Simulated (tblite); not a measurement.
Compound: C₄H₈Si.
Bonds: C1–C2 (double), C2–Si3, Si3–C4, C4–C5, Si3–C5. Hydrogens: H6, H7 on C1; H8 on C2; H9 on Si3; H10, H11 on C4; H12, H13 on C5.

Computed with GFN2-xTB (tblite), gas phase: Langevin dynamics at 300 K from the optimised GFN2-xTB geometry, time step 0.5 fs, friction 0.01 fs⁻¹, 2000 steps. The instantaneous temperature is 2·E(kin)/(3Nk) with all 3N coordinates.

```tsv
t (fs)	T (K)	E(pot) above start (eV)	C1=C2 (Å)	C2–Si3 (Å)	Si3–C4 (Å)	C4–C5 (Å)	Si3–C5 (Å)	C1–H6 (Å)	C1–C2–Si3–C4 (°)
0	250	0.000	1.326	1.870	1.886	1.534	1.886	1.079	-28
50	128	0.221	1.329	1.869	1.901	1.533	1.901	1.045	-48
100	213	0.339	1.298	1.892	1.873	1.524	1.842	1.112	-43
150	247	0.550	1.330	1.844	1.880	1.510	1.893	1.035	-15
200	416	0.237	1.303	1.854	1.877	1.550	1.905	1.123	-24
250	299	0.402	1.317	1.849	1.851	1.551	1.884	1.083	-24
300	318	0.491	1.333	1.861	1.863	1.578	1.865	1.041	-6
350	305	0.637	1.334	1.883	1.874	1.548	1.920	1.186	11
400	304	0.387	1.324	1.909	1.852	1.553	1.894	1.071	36
450	242	0.506	1.353	1.879	1.850	1.544	1.872	1.111	40
500	297	0.377	1.320	1.908	1.876	1.576	1.951	1.059	39
550	258	0.540	1.325	1.930	1.875	1.496	1.881	1.076	38
600	252	0.453	1.335	1.885	1.893	1.594	1.904	1.093	39
650	318	0.418	1.328	1.870	1.909	1.533	1.865	1.054	38
700	256	0.563	1.310	1.872	1.899	1.554	1.849	1.129	50
750	261	0.614	1.364	1.888	1.956	1.581	1.865	1.034	49
800	252	0.597	1.300	1.933	1.928	1.527	1.829	1.127	23
850	245	0.485	1.357	1.942	1.923	1.537	1.902	1.046	30
900	208	0.313	1.329	1.920	1.930	1.547	1.902	1.078	25
950	246	0.318	1.344	1.915	1.954	1.549	1.891	1.076	-16
1000	276	0.288	1.322	1.920	1.902	1.522	1.903	1.094	-53
```

**Question.** From 500 fs on, how do temperature and potential energy compare with equipartition?

**Answer.** The mean temperature of these 11 frames is 261 K against the target 300 K, and the mean potential energy 0.45 eV against 33 × kT/2 = 0.43 eV for 33 classical harmonic modes. For 13 atoms in a canonical ensemble the temperature itself scatters by T·√(2/(3N)) = 68 K; here its standard deviation is 28 K. The whole run lasts only 10 friction times of 100 fs, so these averages carry a wide statistical error.

**Question.** What are the kinetic and total energies of the listed frame with the highest potential energy?

**Answer.** The one at 350 fs, 0.637 eV above the start. Its kinetic energy is 3NkT/2 = 0.512 eV at 305 K, so the sum is 1.15 eV; over the listed frames the sum runs from 0.42 to 1.15 eV, since the thermostat adds and removes energy.

**Question.** How much do the listed bonds fluctuate from 500 fs on?

**Answer.** 
| bond | at the start (Å) | mean (Å) | standard deviation (Å) |
| --- | --- | --- | --- |
| C1=C2 | 1.326 | 1.330 | 0.018 |
| C2–Si3 | 1.870 | 1.908 | 0.024 |
| Si3–C4 | 1.886 | 1.913 | 0.027 |
| C4–C5 | 1.534 | 1.547 | 0.027 |
| Si3–C5 | 1.886 | 1.886 | 0.031 |
| C1–H6 | 1.079 | 1.079 | 0.029 |

The motion is classical and holds no zero-point motion.

What follows is the cost of the whole dynamics run. Time: 6.8 s of wall time; peak memory 0.18 GiB. Hardware: an Intel Xeon 6975P-C with one thread, shared host.
